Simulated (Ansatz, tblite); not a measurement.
Removing and adding an electron: B2(Cl)4 (B2Cl4). Charge 0, multiplicity 1. Geometry: PBE0-D4/def2-SVP. Ansatz, gas phase; energy differences of separate SCF runs; the oxidised species was run as a doublet alone; the reduced species was run as a doublet alone.

```xyz
6

B     0.557   -0.275   -0.575
Cl    0.902   -1.983   -0.718
Cl    1.375    0.855   -1.626
B    -0.558    0.277    0.574
Cl   -2.269    0.259    0.221
Cl   -0.008    0.867    2.124
```

The xTB rows come from tblite.

```tsv
level	−HOMO (eV)	vertical IE (eV)	−LUMO (eV)	vertical EA (eV)	HOMO–LUMO gap (eV)	IE − EA (eV)	remarks
GFN1-xTB	12.02	14.36	8.12	5.37	3.91	9.00	–
GFN2-xTB	11.45	13.90	8.32	5.50	3.12	8.40	–
PBE0-D4/def2-TZVP	8.51	10.43	2.20	–	6.32	–	–
PBE0-D4/def2-TZVPD	8.56	–	2.28	0.64	6.27	–	HOMO above zero (-1 doublet)
```

Question: Estimate the rows for PBE-D4/def2-TZVP, PBE-D4/def2-TZVPD, ωB97X-V/def2-TZVP, ωB97X-V/def2-TZVPD.

Answer: 
```tsv
level	−HOMO (eV)	vertical IE (eV)	−LUMO (eV)	vertical EA (eV)	HOMO–LUMO gap (eV)	IE − EA (eV)	remarks
PBE-D4/def2-TZVP	7.16	9.91	3.07	–	4.08	–	–
PBE-D4/def2-TZVPD	7.22	–	3.17	0.69	4.05	–	HOMO above zero (-1 doublet)
ωB97X-V/def2-TZVP	10.88	10.81	-0.03	–	10.91	–	–
ωB97X-V/def2-TZVPD	10.92	–	0.08	0.40	10.84	–	–
```

   A HOMO above zero means that the electron is unbound at that level or that self-interaction error raises the level; the energy of removing that electron tells which. Raw xTB energy differences between charge states are shifted by several eV; the methods need an empirical correction for them.
